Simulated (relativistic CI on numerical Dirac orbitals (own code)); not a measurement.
**What each ingredient does to the levels of Au LXXIX**

Base calculation: Dirac-Coulomb-Breit CI, orbitals from a KLI potential per configuration, model QED (radiative potential, 1s self-energy scaled to tabulated hydrogen-like ionisation energies).

CI space: 1s, 2s, 2p, 3s, 3p, 3d, 4s, 4p, 4d, 4f, 5s, 5p, 5d, 5f, 5g, 6s, 6p, 6d. Levels of other configurations are missing.

Variants: (1) QED terms removed; (2) non-relativistic limit. Shifts of the energy above 1s ²S1/2, in eV, for the lowest level and the first level of each name with at least 55 % of one term (blank where a level changes its place among those of its configuration and J or its character, or is not in the variant):

```csv
Level,Base,Δ(1),Δ(2)
1s ²S1/2,0.0,0.0,0.0
2p ²P°1/2,69334.4,+151.8,-5657.0
2s ²S1/2,69366.7,+127.1,-5688.4
2p ²P°3/2,71571.8,+150.2,-7894.5
3p ²P°1/2,82881.2,+154.6,-7410.4
3s ²S1/2,82890.8,+147.3,-7419.7
3d ²D3/2,83546.4,+155.7,-8075.6
3p ²P°3/2,83548.0,+154.1,-8077.2
3d ²D5/2,83731.7,+155.3,-8260.9
4p ²P°1/2,87525.4,+155.2,-7926.9
4s ²S1/2,87529.3,+152.2,-7930.7
4d ²D3/2,87803.6,+155.6,-8205.1
4p ²P°3/2,87804.3,+155.0,-8205.8
4f ²F°5/2,87882.1,+155.7,-8283.6
```
